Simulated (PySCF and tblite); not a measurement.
The numbers below are computed, except where a source is named.
System: C5HClN2O2, numbered as in [N:1]#[C:2][C:3](=[O:4])/[C:5]([Cl:6])=[C:7](\[OH:8])[C:9]#[N:10].

Motion: shift of H on O8 from O8 to O4. GFN2-xTB gives an electronic barrier of 4.7 kcal/mol.

Tunnelling of the moving H, left out here, will speed the real process.

What does BHandHLYP/pcSseg-1 + D3(BJ), IEF-PCM cyclohexane give on B3LYP-D3(BJ)/def2-SVP geometries?

A barrier of 5.2 kcal/mol, 0.5 above the tight-binding barrier (from unrounded values) and, with GFN2-xTB thermal terms, ΔG‡(298 K) = 2.9 kcal/mol and k = 5×10¹⁰ s⁻¹ (1 equivalent path).

And the level of the geometries itself, B3LYP-D3(BJ)/def2-SVP?

2.9 kcal/mol.

Programs: tblite and PySCF.
